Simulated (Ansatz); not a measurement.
A short molecular-dynamics run on C$_{2}$H$_{7}$BO (`CBCO`).

```yaml
crystal:
  periodic: [false, false, false]
  atoms:
    - {symbol: C, position_ang: [-0.515054, 1.495398, 0.243096]}
    - {symbol: B, position_ang: [-0.207254, 0.127332, -0.430354]}
    - {symbol: C, position_ang: [0.530879, -1.014406, 0.320361]}
    - {symbol: O, position_ang: [0.775758, -2.228291, -0.362775]}
    - {symbol: H, position_ang: [-1.593199, 1.693086, 0.205680]}
    - {symbol: H, position_ang: [-0.179505, 1.589913, 1.278047]}
    - {symbol: H, position_ang: [-0.064680, 2.304651, -0.344730]}
    - {symbol: H, position_ang: [-0.550994, -0.054941, -1.573278]}
    - {symbol: H, position_ang: [-0.037293, -1.223058, 1.244120]}
    - {symbol: H, position_ang: [1.486914, -0.603462, 0.690103]}
    - {symbol: H, position_ang: [0.419827, -2.143123, -1.249673]}
basis:
  gaussian: {orbitals: "6-31G*"}
hamiltonian: {xc: {name: revPBE}, dispersion: d3bj}
md: {timestep: 1 fs, n_steps: 30, ensemble: nvt_langevin, temperature: 1000, initial_velocities: maxwell_boltzmann, friction: 0.01, seed: 78}
```

```sh
$ ansatz run in.yaml --threads 2 --pin off --events-out ev --progress --plain --max-ram 4352MiB
```

```json
{"step": "0", "time (fs)": "0.0", "potential energy (eV)": "-4909.5616", "kinetic (eV)": "1.2926", "T (K)": "909", "conserved (eV)": "–"}
{"step": "1", "time (fs)": "1.0", "potential energy (eV)": "-4909.4376", "kinetic (eV)": "1.1277", "T (K)": "793", "conserved (eV)": "–"}
{"step": "2", "time (fs)": "2.0", "potential energy (eV)": "-4909.2142", "kinetic (eV)": "0.8421", "T (K)": "592", "conserved (eV)": "–"}
{"step": "3", "time (fs)": "3.0", "potential energy (eV)": "-4909.0301", "kinetic (eV)": "0.7422", "T (K)": "522", "conserved (eV)": "–"}
{"step": "4", "time (fs)": "4.0", "potential energy (eV)": "-4908.8828", "kinetic (eV)": "0.6775", "T (K)": "476", "conserved (eV)": "–"}
{"step": "5", "time (fs)": "5.0", "potential energy (eV)": "-4908.7871", "kinetic (eV)": "0.6377", "T (K)": "448", "conserved (eV)": "–"}
{"step": "6", "time (fs)": "6.0", "potential energy (eV)": "-4908.7972", "kinetic (eV)": "0.6455", "T (K)": "454", "conserved (eV)": "–"}
{"step": "7", "time (fs)": "7.0", "potential energy (eV)": "-4908.8628", "kinetic (eV)": "0.6956", "T (K)": "489", "conserved (eV)": "–"}
{"step": "8", "time (fs)": "8.0", "potential energy (eV)": "-4908.8564", "kinetic (eV)": "0.6937", "T (K)": "488", "conserved (eV)": "–"}
{"step": "9", "time (fs)": "9.0", "potential energy (eV)": "-4908.6990", "kinetic (eV)": "0.5993", "T (K)": "421", "conserved (eV)": "–"}
{"step": "10", "time (fs)": "10.0", "potential energy (eV)": "-4908.6547", "kinetic (eV)": "0.5437", "T (K)": "382", "conserved (eV)": "–"}
{"step": "11", "time (fs)": "11.0", "potential energy (eV)": "-4908.9324", "kinetic (eV)": "0.8923", "T (K)": "628", "conserved (eV)": "–"}
{"step": "12", "time (fs)": "12.0", "potential energy (eV)": "-4909.1399", "kinetic (eV)": "1.0455", "T (K)": "735", "conserved (eV)": "–"}
{"step": "13", "time (fs)": "13.0", "potential energy (eV)": "-4909.0954", "kinetic (eV)": "1.0260", "T (K)": "722", "conserved (eV)": "–"}
{"step": "14", "time (fs)": "14.0", "potential energy (eV)": "-4908.8994", "kinetic (eV)": "0.8743", "T (K)": "615", "conserved (eV)": "–"}
{"step": "15", "time (fs)": "15.0", "potential energy (eV)": "-4908.7200", "kinetic (eV)": "0.6259", "T (K)": "440", "conserved (eV)": "–"}
{"step": "16", "time (fs)": "16.0", "potential energy (eV)": "-4908.6736", "kinetic (eV)": "0.6250", "T (K)": "440", "conserved (eV)": "–"}
{"step": "17", "time (fs)": "17.0", "potential energy (eV)": "-4908.7586", "kinetic (eV)": "0.7426", "T (K)": "522", "conserved (eV)": "–"}
{"step": "18", "time (fs)": "18.0", "potential energy (eV)": "-4908.8929", "kinetic (eV)": "0.8476", "T (K)": "596", "conserved (eV)": "–"}
{"step": "19", "time (fs)": "19.0", "potential energy (eV)": "-4908.9774", "kinetic (eV)": "1.0880", "T (K)": "765", "conserved (eV)": "–"}
{"step": "20", "time (fs)": "20.0", "potential energy (eV)": "-4908.9098", "kinetic (eV)": "1.0146", "T (K)": "714", "conserved (eV)": "–"}
{"step": "21", "time (fs)": "21.0", "potential energy (eV)": "-4908.6438", "kinetic (eV)": "0.8363", "T (K)": "588", "conserved (eV)": "–"}
{"step": "22", "time (fs)": "22.0", "potential energy (eV)": "-4908.5943", "kinetic (eV)": "0.8262", "T (K)": "581", "conserved (eV)": "–"}
{"step": "23", "time (fs)": "23.0", "potential energy (eV)": "-4908.9012", "kinetic (eV)": "1.1222", "T (K)": "789", "conserved (eV)": "–"}
{"step": "24", "time (fs)": "24.0", "potential energy (eV)": "-4909.0426", "kinetic (eV)": "1.2365", "T (K)": "870", "conserved (eV)": "–"}
{"step": "25", "time (fs)": "25.0", "potential energy (eV)": "-4908.9124", "kinetic (eV)": "1.0462", "T (K)": "736", "conserved (eV)": "–"}
{"step": "26", "time (fs)": "26.0", "potential energy (eV)": "-4908.6933", "kinetic (eV)": "0.8157", "T (K)": "574", "conserved (eV)": "–"}
{"step": "27", "time (fs)": "27.0", "potential energy (eV)": "-4908.5374", "kinetic (eV)": "0.7625", "T (K)": "536", "conserved (eV)": "–"}
{"step": "28", "time (fs)": "28.0", "potential energy (eV)": "-4908.5245", "kinetic (eV)": "0.7805", "T (K)": "549", "conserved (eV)": "–"}
{"step": "29", "time (fs)": "29.0", "potential energy (eV)": "-4908.6464", "kinetic (eV)": "0.8719", "T (K)": "613", "conserved (eV)": "–"}
{"step": "30", "time (fs)": "30.0", "potential energy (eV)": "-4908.8230", "kinetic (eV)": "1.0378", "T (K)": "730", "conserved (eV)": "–"}
```

Velocities are drawn at the set temperature; a run this short doesn't reach equilibrium.

Frames (Å, forces in eV/Å):

```xyz
11
time=0.0 fs
C    -0.515    1.495    0.243    0.000    0.018    0.019
B    -0.207    0.127   -0.430   -0.051    0.022   -0.118
C     0.531   -1.014    0.320   -0.092    0.079   -0.162
O     0.776   -2.228   -0.363    0.518   -0.818    0.514
H    -1.593    1.693    0.206   -0.365    0.081   -0.006
H    -0.180    1.590    1.278    0.112    0.053    0.371
H    -0.065    2.305   -0.345    0.146    0.286   -0.191
H    -0.551   -0.055   -1.573   -0.077   -0.022   -0.234
H    -0.037   -1.223    1.244   -0.193   -0.036    0.372
H     1.487   -0.603    0.690    0.336    0.179    0.180
H     0.420   -2.143   -1.250   -0.334    0.158   -0.745
11
time=2.0 fs
C    -0.508    1.491    0.251   -0.737   -0.081    1.720
B    -0.236    0.136   -0.440    0.677   -0.671    0.310
C     0.534   -1.002    0.306   -0.224   -0.739    2.556
O     0.780   -2.241   -0.362    0.225   -0.174    1.174
H    -1.563    1.793    0.222   -0.577   -0.296   -0.011
H    -0.210    1.592    1.344   -0.006   -0.213   -0.998
H    -0.105    2.302   -0.306    1.050    1.108   -0.776
H    -0.458   -0.147   -1.583   -0.439    0.359   -0.477
H    -0.067   -1.240    1.368    1.199    0.555   -2.069
H     1.549   -0.636    0.658   -0.683    0.169    0.078
H     0.476   -2.085   -1.247   -0.486   -0.018   -1.507
11
time=4.0 fs
C    -0.502    1.486    0.260   -1.543    1.699    1.301
B    -0.265    0.145   -0.451    1.249   -1.280    0.354
C     0.533   -0.990    0.299   -0.049   -1.134    3.088
O     0.785   -2.255   -0.357   -0.913    0.948   -1.479
H    -1.555    1.901    0.231    0.106   -0.885   -0.011
H    -0.235    1.591    1.371    0.113   -0.344   -1.309
H    -0.107    2.341   -0.301    0.930    0.132   -0.186
H    -0.385   -0.217   -1.596   -0.662    0.696   -0.418
H    -0.040   -1.233    1.415    1.219    0.587   -2.500
H     1.567   -0.649    0.641   -0.863    0.331   -0.004
H     0.511   -2.031   -1.308    0.414   -0.748    1.164
11
time=6.0 fs
C    -0.495    1.489    0.273   -2.176    2.898   -0.727
B    -0.294    0.147   -0.464    1.853   -1.500    0.076
C     0.531   -0.982    0.302   -0.174   -1.093    2.392
O     0.790   -2.264   -0.355   -1.102    1.419   -2.030
H    -1.555    1.978    0.230    0.755   -1.289    0.050
H    -0.245    1.573    1.345    0.395   -0.273   -0.164
H    -0.077    2.388   -0.297    0.521   -0.988    0.435
H    -0.323   -0.263   -1.632   -0.836    1.031    0.090
H     0.026   -1.195    1.379    0.658    0.207   -1.870
H     1.552   -0.652    0.639   -0.414    0.605   -0.105
H     0.571   -1.998   -1.334    0.519   -1.018    1.854
11
time=8.0 fs
C    -0.494    1.504    0.284   -2.139    2.027   -2.273
B    -0.315    0.141   -0.477    2.281   -1.103    0.263
C     0.527   -0.977    0.310    0.158   -0.656   -1.113
O     0.794   -2.269   -0.357   -0.711    1.055   -0.067
H    -1.529    2.001    0.233    0.433   -1.072    0.086
H    -0.243    1.543    1.318    0.656   -0.176    1.188
H    -0.034    2.383   -0.270    0.495   -0.904    0.350
H    -0.283   -0.266   -1.650   -0.982    1.074    0.143
H     0.113   -1.140    1.277   -1.044   -0.748    1.383
H     1.511   -0.637    0.632    0.721    1.006   -0.117
H     0.663   -2.002   -1.297    0.133   -0.503    0.157
11
time=10.0 fs
C    -0.500    1.521    0.289   -0.481    0.301   -1.517
B    -0.327    0.132   -0.485    2.400   -0.330    0.770
C     0.522   -0.969    0.314    1.176   -0.253   -5.238
O     0.794   -2.269   -0.361   -0.465    0.488    2.788
H    -1.491    1.971    0.237   -0.919   -0.172    0.073
H    -0.216    1.516    1.331    0.327   -0.199    0.701
H     0.029    2.362   -0.218    0.469   -0.471   -0.031
H    -0.271   -0.221   -1.649   -1.008    0.810   -0.253
H     0.153   -1.105    1.213   -2.589   -1.549    5.128
H     1.484   -0.578    0.611    1.134    1.008   -0.182
H     0.754   -2.033   -1.266   -0.045    0.367   -2.239
11
time=12.0 fs
C    -0.512    1.539    0.288    1.772   -1.210    0.084
B    -0.335    0.126   -0.491    2.281    0.353    1.172
C     0.521   -0.964    0.301   -0.077   -0.764   -0.512
O     0.792   -2.270   -0.365   -0.384    0.988    1.240
H    -1.486    1.921    0.241   -2.099    0.774    0.017
H    -0.189    1.481    1.367   -0.333   -0.092   -0.657
H     0.112    2.339   -0.168    0.036   -0.276   -0.189
H    -0.278   -0.137   -1.657   -0.919    0.465   -0.577
H     0.116   -1.130    1.311   -0.269   -0.588    0.122
H     1.494   -0.481    0.578   -0.004    0.217   -0.349
H     0.841   -2.053   -1.310   -0.004    0.133   -0.351
11
time=14.0 fs
C    -0.517    1.553    0.287    0.993   -1.420    0.908
B    -0.339    0.125   -0.495    1.896    0.834    0.775
C     0.517   -0.957    0.289   -0.367   -1.113    1.761
O     0.789   -2.268   -0.370    0.034    1.495   -0.624
H    -1.554    1.895    0.238   -0.195    0.513    0.067
H    -0.170    1.440    1.397   -0.808    0.138   -1.458
H     0.195    2.304   -0.136   -0.565   -0.156   -0.180
H    -0.317   -0.039   -1.698   -0.729    0.220   -0.037
H     0.049   -1.190    1.419    1.114    0.312   -2.637
H     1.507   -0.378    0.549   -1.057   -0.715   -0.344
H     0.929   -2.066   -1.364   -0.316   -0.107    1.769
11
time=16.0 fs
C    -0.517    1.561    0.287   -0.435   -1.571    0.748
B    -0.337    0.126   -0.501    1.387    1.342    0.248
C     0.513   -0.950    0.282   -0.551   -1.224    1.794
O     0.787   -2.260   -0.374    0.221    1.391   -0.154
H    -1.626    1.882    0.237    1.630    0.225    0.059
H    -0.178    1.407    1.378   -0.806    0.259   -1.041
H     0.251    2.267   -0.114   -0.862    0.110   -0.259
H    -0.370    0.076   -1.736   -0.483   -0.126    0.513
H     0.013   -1.235    1.436    1.453    0.730   -3.015
H     1.486   -0.297    0.523   -1.188   -1.200   -0.231
H     0.997   -2.073   -1.346   -0.366    0.065    1.337
11
time=18.0 fs
C    -0.520    1.563    0.288   -1.117   -1.745   -0.691
B    -0.330    0.132   -0.506    0.690    1.610   -0.086
C     0.506   -0.950    0.282   -1.237   -1.378    0.743
O     0.785   -2.247   -0.377   -0.169    0.684    1.987
H    -1.641    1.860    0.243    1.809    0.317   -0.083
H    -0.212    1.393    1.312   -0.217    0.080    0.928
H     0.266    2.235   -0.111   -0.785    0.467   -0.381
H    -0.443    0.191   -1.749   -0.169   -0.500    0.745
H     0.030   -1.264    1.355    1.157    0.865   -2.198
H     1.408   -0.265    0.490   -0.187   -0.933    0.067
H     1.055   -2.083   -1.278    0.224    0.533   -1.032
11
time=20.0 fs
C    -0.530    1.556    0.290   -0.372   -1.997   -1.532
B    -0.323    0.144   -0.512   -0.045    1.451    0.013
C     0.493   -0.961    0.285   -0.991   -0.422   -3.520
O     0.780   -2.228   -0.373   -0.372   -0.179    2.506
H    -1.590    1.859    0.260    0.303    0.643   -0.314
H    -0.253    1.377    1.283    0.353   -0.080    2.304
H     0.243    2.217   -0.115   -0.377    0.772   -0.415
H    -0.524    0.281   -1.736    0.154   -0.765    0.621
H     0.097   -1.276    1.201   -0.763   -0.101    2.006
H     1.315   -0.264    0.460    1.396   -0.029    0.403
H     1.118   -2.086   -1.233    0.713    0.708   -2.073
11
time=22.0 fs
C    -0.539    1.541    0.288    1.651   -2.347    0.355
B    -0.321    0.168   -0.522   -0.516    0.770    0.572
C     0.475   -0.976    0.279    0.202    1.749   -7.348
O     0.777   -2.211   -0.366    0.730   -0.643   -0.278
H    -1.525    1.894    0.273   -1.782    1.065   -0.486
H    -0.294    1.348    1.330    0.218    0.247    0.735
H     0.209    2.221   -0.115    0.020    0.774   -0.234
H    -0.596    0.345   -1.702    0.336   -0.855    0.046
H     0.140   -1.296    1.126   -2.511   -1.321    6.060
H     1.275   -0.266    0.445    1.813    0.246    0.510
H     1.202   -2.070   -1.236   -0.162    0.314    0.068
11
time=24.0 fs
C    -0.546    1.515    0.287    1.508   -0.641    1.963
B    -0.324    0.201   -0.528   -0.555   -0.304    0.909
C     0.454   -0.984    0.254   -1.094    1.088   -0.623
O     0.778   -2.197   -0.358    1.500   -0.854   -2.006
H    -1.511    1.966    0.253   -1.204    0.516   -0.448
H    -0.335    1.329    1.396    0.027    0.497   -0.892
H     0.191    2.252   -0.108   -0.171    0.046    0.201
H    -0.648    0.380   -1.665    0.320   -0.778   -0.635
H     0.095   -1.346    1.248   -0.169    0.962   -0.174
H     1.299   -0.266    0.443    0.757   -0.436    0.397
H     1.276   -2.027   -1.229   -0.919   -0.096    1.306
11
time=26.0 fs
C    -0.546    1.491    0.292   -0.354    2.134    2.425
B    -0.335    0.227   -0.529   -0.395   -1.204    0.484
C     0.429   -0.985    0.228   -0.489    1.437    2.453
O     0.786   -2.182   -0.353    1.073   -1.183   -1.659
H    -1.539    2.052    0.209    0.760   -0.838   -0.184
H    -0.372    1.329    1.428   -0.021    0.459   -1.349
H     0.182    2.281   -0.086   -0.330   -0.596    0.404
H    -0.687    0.403   -1.656    0.332   -0.736   -0.694
H     0.045   -1.366    1.375    0.665    1.625   -2.780
H     1.356   -0.275    0.450   -0.571   -0.964    0.183
H     1.323   -1.995   -1.177   -0.671   -0.136    0.717
11
time=28.0 fs
C    -0.548    1.474    0.308   -1.444    3.936    1.537
B    -0.349    0.247   -0.526   -0.275   -1.799   -0.272
C     0.397   -0.981    0.209    0.524    1.611    3.167
O     0.797   -2.172   -0.353   -0.296   -1.561   -0.188
H    -1.544    2.116    0.156    1.400   -1.585    0.132
H    -0.413    1.363    1.414    0.069    0.123   -0.427
H     0.159    2.299   -0.043   -0.120   -0.784    0.285
H    -0.717    0.404   -1.667    0.413   -0.651   -0.327
H     0.019   -1.336    1.384    0.638    1.452   -2.997
H     1.392   -0.309    0.460   -1.338   -0.885    0.011
H     1.339   -1.969   -1.116    0.430    0.142   -0.922
11
time=30.0 fs
C    -0.554    1.470    0.331   -1.875    4.035   -0.537
B    -0.365    0.263   -0.524   -0.246   -2.101   -0.839
C     0.363   -0.978    0.199    1.361    1.910    1.971
O     0.808   -2.168   -0.355   -0.797   -1.629    0.047
H    -1.509    2.126    0.113    0.923   -1.504    0.298
H    -0.456    1.412    1.382    0.242   -0.267    1.663
H     0.128    2.289   -0.002    0.488   -0.369   -0.009
H    -0.745    0.398   -1.683    0.518   -0.514    0.128
H     0.014   -1.258    1.271   -0.007    0.665   -1.403
H     1.367   -0.361    0.474   -1.307   -0.399   -0.063
H     1.359   -1.931   -1.091    0.699    0.173   -1.257
```

Run time 30 s (2 threads of an Arm Neoverse V2 on a shared host); peak host memory 0.11 GiB.
